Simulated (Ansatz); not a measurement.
```xyz
5

C     0.0000    0.0000   -1.6321
Br    0.0000    0.0000    0.4518
H     0.0000   -1.1226   -2.0066
H    -0.9722    0.5613   -2.0066
H     0.9722    0.5613   -2.0066
```

Basis set: def2-TZVP (spherical functions). Frozen core: 10 orbitals. Charge 0, multiplicity 1.

Computed with Ansatz (development build ahead of 0.2.0); each method stands on the lowest determinant of its kind that the runs found. Restricted open shells among the atoms or ions are ROHF, correlated in semicanonical orbitals with singles.

(1) Give the atomization energy at this shape (free ground-state atoms in the same class of orbitals less the molecule, no zero-point energy) of singlet CH₃Br by RHF-MP2, RHF.

Results:

(1)

| method | atomization energy |
| --- | --- |
| RHF-MP2 | 15.54 eV |
| RHF | 11.93 eV |

Caution: the shape is not the minimum.
